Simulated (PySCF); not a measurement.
# Ionisation energy along the 2-electron series

Calculated with PySCF 2.14 and a two-component X2C-1e Hamiltonian (Gaussian nucleus, no Breit or QED terms), each ion in its own even-tempered basis scaled to its charge; GMP2 freezes nothing and drops the highest virtual spinors. Values in eV. NIST values: (m) measured, (s) semi-empirical, (t) theoretical.

| ion | configuration | GHF (screened spin-orbit) | GMP2 (screened spin-orbit) | NIST |
| --- | --- | --- | --- | --- |
| Pd(44+) | 1s2 | 28817.2 | 28818.7 | 28776.0 (t) |
| Ag(45+) | 1s2 | 30141.5 | 30143.0 | 30097.3 (t) |
| In(47+) | 1s2 | 32888.3 | 32889.8 | 32837.6 (t) |
| Sn(48+) | 1s2 | 34311.4 | 34312.9 | 34257.1 (t) |
| Sb(49+) | 1s2 | 35768.0 | 35769.5 | 35710.0 (t) |
| Te(50+) | 1s2 | 37258.3 | 37259.8 | 37196.5 (t) |
| I(51+) | 1s2 | 38782.8 | 38784.3 | 38717.0 (t) |

Fill in the row of Cd(46+).

configuration: 1s2; GHF (screened spin-orbit): 31498.5; GMP2 (screened spin-orbit): 31500.0; NIST: 31451.1 (t).
